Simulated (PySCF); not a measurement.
# Correlation energy of O (oxygen, neutral)

[He] 2s1 2p5, high-spin 3P determinant (an excited configuration). Calculation: PySCF 2.14, in ANO-RCC-VTZP; scalar relativity by spin-free X2C-1e. Frozen: 1s2; 6 electrons correlated.

| level | correlation energy (mhartree) |
| --- | --- |
| CCSD | -200.88 |
| (T) | -7.24 |
| CCSD(T) | -208.12 |
| CCSDT | -209.32 |

Diagnostics: T1 = 0.017, D1 = 0.0270, largest double amplitude 0.081.

Cost of the coupled-cluster step: about 0.9 core-seconds, for 6 correlated electrons.
